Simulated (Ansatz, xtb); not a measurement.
## Relative energy of two isomers of C3H6ClFSi

Structure X is `C=C(Cl)C[SiH2]F`, a singlet and structure Y is `C/C(=C/Cl)[SiH2]F`, a singlet. Both are isolated molecules in the gas phase, relaxed with PBE-D3(BJ)/def2-SVP; the shapes shown needn't be the lowest conformers.

X (Å):

```json
{"atom": "C", "x (Å)": "-2.1246", "y (Å)": "-2.2364", "z (Å)": "0.9530"}
{"atom": "C", "x (Å)": "-1.3681", "y (Å)": "-1.1573", "z (Å)": "0.6894"}
{"atom": "C", "x (Å)": "0.0117", "y (Å)": "-1.1298", "z (Å)": "0.1158"}
{"atom": "Cl", "x (Å)": "-1.9716", "y (Å)": "0.4536", "z (Å)": "1.0994"}
{"atom": "F", "x (Å)": "2.7541", "y (Å)": "-0.8820", "z (Å)": "0.8581"}
{"atom": "Si", "x (Å)": "1.2695", "y (Å)": "-0.3258", "z (Å)": "1.2965"}
{"atom": "H", "x (Å)": "-1.7467", "y (Å)": "-3.2386", "z (Å)": "0.7016"}
{"atom": "H", "x (Å)": "-3.1174", "y (Å)": "-2.1465", "z (Å)": "1.4143"}
{"atom": "H", "x (Å)": "0.3536", "y (Å)": "-2.1626", "z (Å)": "-0.1038"}
{"atom": "H", "x (Å)": "0.0289", "y (Å)": "-0.5582", "z (Å)": "-0.8380"}
{"atom": "H", "x (Å)": "1.2958", "y (Å)": "1.1662", "z (Å)": "1.1667"}
{"atom": "H", "x (Å)": "1.0008", "y (Å)": "-0.7626", "z (Å)": "2.7060"}
```

Y (Å):

```yaml
atoms:
  - { symbol: C, position_ang: [-2.0619, -0.9452, 1.2348] }
  - { symbol: C, position_ang: [-0.6624, -0.8356, 1.7843] }
  - { symbol: C, position_ang: [-0.4141, -0.2179, 2.9558] }
  - { symbol: Cl, position_ang: [1.2042, -0.0821, 3.6073] }
  - { symbol: F, position_ang: [0.1032, -2.2372, -0.5361] }
  - { symbol: Si, position_ang: [0.7756, -1.5774, 0.8151] }
  - { symbol: H, position_ang: [-2.3522, -2.0071, 1.0907] }
  - { symbol: H, position_ang: [-2.1363, -0.4698, 0.2342] }
  - { symbol: H, position_ang: [-2.8086, -0.4687, 1.9018] }
  - { symbol: H, position_ang: [-1.1762, 0.2490, 3.6019] }
  - { symbol: H, position_ang: [1.7574, -0.5329, 0.3736] }
  - { symbol: H, position_ang: [1.4574, -2.6790, 1.5710] }
```

Q: Estimate E(Y) − E(X) at the level CCSD(T)/def2-SVP + ΔMP2/def2-TZVPP.

A: Too close to call at this level: CCSD(T)/def2-SVP + ΔMP2/def2-TZVPP gives E(Y) − E(X) = +0.41 kcal/mol.

Level by level:

```
                             level             geometry  E(Y) − E(X) (kcal/mol)  departure from the last row (kcal/mol)  job, with rough time for the two
                          GFN2-xTB             GFN2-xTB                     −0.37                                   −0.78              optimisation, 0.29 s
                         HF/STO-3G             GFN2-xTB                     −1.85                                   −2.26               single point, 1.1 s
                r2SCAN-D4/def2-SVP             GFN2-xTB                     −1.01                                   −1.42               single point, 6.3 s
               PBE-D3(BJ)/def2-SVP  PBE-D3(BJ)/def2-SVP                     −0.62                                   −1.03                optimisation, 66 s
                       HF/def2-SVP  PBE-D3(BJ)/def2-SVP                     −0.36                                   −0.77           part of the CCSD(T) run
                      MP2/def2-SVP  PBE-D3(BJ)/def2-SVP                     −0.23                                   −0.64           part of the CCSD(T) run
                  CCSD(T)/def2-SVP  PBE-D3(BJ)/def2-SVP                     −0.34                                   −0.75                      single point
CCSD(T)/def2-SVP + ΔMP2/def2-TZVPP  PBE-D3(BJ)/def2-SVP                     +0.41                                                        single point, 86 s
```

As drawn, both hold the same kinds of bond in the same numbers. Structure X has 0 methyl groups, Y 1.

The largest departure from CCSD(T)/def2-SVP + ΔMP2/def2-TZVPP is that of HF/STO-3G, 2.26 kcal/mol. The last row adds to CCSD(T) the change of the MP2 difference between the two basis sets, here +0.75 kcal/mol.

With thermal terms from frequencies at re-optimised GFN2-xTB minima (ideal gas, soft modes damped towards free rotors, one conformer each, 298.15 K, 1 atm): the zero-point term adds +0.11 kcal/mol; ΔH is +0.71 and ΔG +0.42 kcal/mol.

The correlated steps freeze 14 core orbitals. Programs: Ansatz 0.2.0, xtb 6.7.1; the last row on 2 threads of Intel(R) Xeon(R) Processor @ 2.70GHz on a shared host.
